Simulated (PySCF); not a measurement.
## PySCF run on BeSi

The script input.py:

```python
from pyscf import gto, scf, cc

mol = gto.M(
    atom='Be 0 0 0; Si 0 0 2.075',
    basis='pcseg-2',
    charge=0,
    spin=2,
    verbose=4,
)
mf = scf.ROHF(mol)
mf.kernel()
mycc = cc.CCSD(mf, frozen=5)
mycc.kernel()
e = mycc.eeccsd(nroots=8)[0]
print('roots (eV) =', (e*27.211386).round(3))
mf.dip_moment()
print('orbital energies (hartree):', mf.mo_energy[..., max(0, mol.nelec[1]-3):mol.nelec[0]+3].round(4))
```

```bash
$ python input.py
```

The log (some set-up lines and the per-cycle HOMO/LUMO lines with their warnings removed):

```
PySCF version 2.14.0

[INPUT] verbose = 4
[INPUT] num. atoms = 2
[INPUT] num. electrons = 18
[INPUT] charge = 0
[INPUT] spin (= nelec alpha-beta = 2S) = 2
[INPUT] symmetry False subgroup None
[INPUT] Mole.unit = angstrom
[INPUT] Symbol           X                Y                Z      unit          X                Y                Z       unit  Magmom
[INPUT]  1 Be     0.000000000000   0.000000000000   0.000000000000 AA    0.000000000000   0.000000000000   0.000000000000 Bohr   0.0
[INPUT]  2 Si     0.000000000000   0.000000000000   2.075000000000 AA    0.000000000000   0.000000000000   3.921181708473 Bohr   0.0

nuclear repulsion = 14.2814090657928
number of shells = 7
number of NR pGTOs = 93
number of NR cGTOs = 49
basis = pcseg-2
ecp = {}

******** <class 'pyscf.scf.rohf.ROHF'> ********
method = ROHF
initial guess = minao
damping factor = 0
level_shift factor = 0
DIIS = <class 'pyscf.scf.diis.CDIIS'>
diis_start_cycle = 1
diis_space = 8
diis_damp = 0
SCF conv_tol = 1e-09
SCF conv_tol_grad = None
SCF max_cycles = 50
direct_scf = True
direct_scf_tol = 1e-13
num. doubly occ = 8  num. singly occ = 2
Set gradient conv threshold to 3.16228e-05
init E= -303.477120138393
cycle= 1 E= -303.413510167776  delta_E= 0.0636  |g|= 0.117  |ddm|= 0.838
cycle= 2 E= -303.426954848739  delta_E= -0.0134  |g|= 0.0567  |ddm|= 0.248
cycle= 3 E= -303.428259401501  delta_E= -0.0013  |g|= 0.0172  |ddm|= 0.0736
cycle= 4 E= -303.428722110521  delta_E= -0.000463  |g|= 0.00765  |ddm|= 0.0475
cycle= 5 E= -303.42886013317  delta_E= -0.000138  |g|= 0.00537  |ddm|= 0.0236
cycle= 6 E= -303.42893803808  delta_E= -7.79e-05  |g|= 0.00237  |ddm|= 0.0194
cycle= 7 E= -303.428962517745  delta_E= -2.45e-05  |g|= 0.000385  |ddm|= 0.0163
cycle= 8 E= -303.428962833942  delta_E= -3.16e-07  |g|= 4.96e-05  |ddm|= 0.00192
cycle= 9 E= -303.428962837966  delta_E= -4.02e-09  |g|= 9.81e-06  |ddm|= 0.000305
cycle= 10 E= -303.428962838116  delta_E= -1.49e-10  |g|= 1.39e-06  |ddm|= 5.62e-05
Extra cycle  E= -303.428962838118  delta_E= -2.73e-12  |g|= 5.41e-07  |ddm|= 6.39e-06
converged SCF energy = -303.428962838118

WARN: RCCSD method does not support ROHF method. ROHF object is converted to UHF object and UCCSD method is called.

******** <class 'pyscf.cc.uccsd.UCCSD'> ********
CC2 = 0
CCSD nocc = (np.int64(5), np.int64(3)), nmo = (44, 44)
frozen orbitals 5
max_cycle = 50
direct = 0
conv_tol = 1e-07
conv_tol_normt = 1e-06
diis_space = 6
diis_start_cycle = 0
diis_start_energy_diff = 1e+09
Init t2, MP2 energy = -0.115151793277037
Init E_corr(UCCSD) = -0.117263349931097
cycle = 1  E_corr(UCCSD) = -0.131433373323811  dE = -0.0141700234  norm(t1,t2) = 0.0869154
cycle = 2  E_corr(UCCSD) = -0.136964440470711  dE = -0.00553106715  norm(t1,t2) = 0.0395689
cycle = 3  E_corr(UCCSD) = -0.139333009874801  dE = -0.0023685694  norm(t1,t2) = 0.0260312
cycle = 4  E_corr(UCCSD) = -0.141039063290283  dE = -0.00170605342  norm(t1,t2) = 0.0133307
cycle = 5  E_corr(UCCSD) = -0.140911647813128  dE = 0.000127415477  norm(t1,t2) = 0.00742126
cycle = 6  E_corr(UCCSD) = -0.141061449605332  dE = -0.000149801792  norm(t1,t2) = 0.00408442
cycle = 7  E_corr(UCCSD) = -0.141161777914888  dE = -0.00010032831  norm(t1,t2) = 0.00207336
cycle = 8  E_corr(UCCSD) = -0.141160713726429  dE = 1.06418846e-06  norm(t1,t2) = 0.00109294
cycle = 9  E_corr(UCCSD) = -0.141169011974234  dE = -8.2982478e-06  norm(t1,t2) = 0.000679585
cycle = 10  E_corr(UCCSD) = -0.141173046997294  dE = -4.03502306e-06  norm(t1,t2) = 0.000432731
cycle = 11  E_corr(UCCSD) = -0.14116890598719  dE = 4.1410101e-06  norm(t1,t2) = 0.000255172
cycle = 12  E_corr(UCCSD) = -0.141166931564242  dE = 1.97442295e-06  norm(t1,t2) = 0.000129677
cycle = 13  E_corr(UCCSD) = -0.141166751046808  dE = 1.80517435e-07  norm(t1,t2) = 7.03624e-05
cycle = 14  E_corr(UCCSD) = -0.141169038228645  dE = -2.28718184e-06  norm(t1,t2) = 3.27037e-05
cycle = 15  E_corr(UCCSD) = -0.141169484484294  dE = -4.46255649e-07  norm(t1,t2) = 1.30043e-05
cycle = 16  E_corr(UCCSD) = -0.141169533970913  dE = -4.94866196e-08  norm(t1,t2) = 7.43991e-06
cycle = 17  E_corr(UCCSD) = -0.141169279030489  dE = 2.54940424e-07  norm(t1,t2) = 3.74415e-06
cycle = 18  E_corr(UCCSD) = -0.141169166271379  dE = 1.1275911e-07  norm(t1,t2) = 1.18955e-06
cycle = 19  E_corr(UCCSD) = -0.141169177888019  dE = -1.161664e-08  norm(t1,t2) = 4.55003e-07
UCCSD converged
E(UCCSD) = -303.5701320160063  E_corr = -0.1411691778880191

******** <class 'pyscf.cc.eom_uccsd.EOMEESpinKeep'> ********
max_space = 20
max_cycle = 50
conv_tol = 1e-07
partition = None
EOM-CCSD root 0 E = 0.02783371991559004  qpwt = 0.860087  conv = True

******** <class 'pyscf.cc.eom_uccsd.EOMEESpinFlip'> ********
max_space = 20
max_cycle = 50
conv_tol = 1e-07
partition = None
EOM-CCSD root 0 E = -5.984565024811691e-08  qpwt = 0.956686  conv = True
EOM-CCSD root 1 E = 0.02381074213748499  qpwt = 0.949867  conv = True
EOM-CCSD root 2 E = 0.02383544405779008  qpwt = 0.9499  conv = True
EOM-CCSD root 3 E = 0.02867328612081371  qpwt = 0.957156  conv = True
EOM-CCSD root 4 E = 0.03187759061424879  qpwt = 0.897837  conv = True
EOM-CCSD root 5 E = 0.03235488969929564  qpwt = 0.8974  conv = True
EOM-CCSD root 6 E = 0.03662247433548368  qpwt = 0.904867  conv = True
roots (eV) = [-0.     0.648  0.649  0.757  0.78   0.867  0.88   0.997]
Dipole moment(X, Y, Z, Debye): -0.00000, -0.00000, -3.39502
orbital energies (hartree): [-4.2117 -0.5811 -0.3145 -0.1174 -0.1174 -0.0228  0.0766  0.0766]
```

In short: E(SCF) = -303.428963 Eh, 10 cycles, E(CCSD) − E(SCF) = -0.14117 Eh, μz(SCF) = -3.40 D, excitation roots 0.000, 0.648, 0.649, 0.757, 0.780, 0.867, 0.880, 0.997 eV.

Wall time 16 s on one thread of a shared host.

The bond length is a typed value, not an optimised one. No search for the lowest solution was made.
